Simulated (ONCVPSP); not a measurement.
## Configuration tests for Ir (Z = 77) (ONCV)

```json
{
  "Element": "iridium (Ir)",
  "Generator": "ONCVPSP 4.0.1",
  "Type": "optimised norm-conserving Vanderbilt (ONCV)",
  "Functional": "BLYP",
  "Relativity": "scalar-relativistic",
  "Frozen core": "[Xe] 4f14",
  "Valence charge": "9",
  "Reference configuration": "5d7 6s2",
  "Partial waves": "6s: rc 2.35 bohr, ncon 4, nbas 9, qcut 2.7 1/bohr, 2 projectors, debl 0.5 Ha; p scattering state at 0.08 Ha: rc 2.55 bohr, ncon 4, nbas 8, qcut 2.7 1/bohr, 2 projectors, debl 2.8 Ha; 5d: rc 2.35 bohr, ncon 5, nbas 10, qcut 5.7 1/bohr, local",
  "Local potential": "the d channel",
  "Core correction": "Teter function, fcfact 3, rcfact 1.65"
}
```

In the p channel the program set the typed energies aside and used 0.050, 2.850 Ha.

Energies are relative to the spin-unpolarised reference configuration 5d7 6s2; without spin polarisation the order of configurations can differ from experiment.

| valence configuration | charge | ΔE all-electron (eV) | error AE − PS (meV) |
| --- | --- | --- | --- |
| 5d7 6s1 | +1 | 9.847 | -32 |
| 5d7 6s0 | +2 | 27.391 | -165 |
| 5d8 6s0 | +1 | 8.754 | -113 |

Q: What are ΔE and the potential's error for 5d6 6s0?

A: ΔE = 57.835 eV all-electron; the error (AE − PS) is -378 meV.

Levels in the configuration 5d8 6s0:

| level | all-electron (eV) | pseudo (eV) |
| --- | --- | --- |
| 5d | -13.208 | -13.206 |

Note: ghosts flagged at negative energy: s at -14.6 eV; GHOST(+) flagged for p at 70.8 eV. A true bound ghost makes a file unfit for plane-wave use.
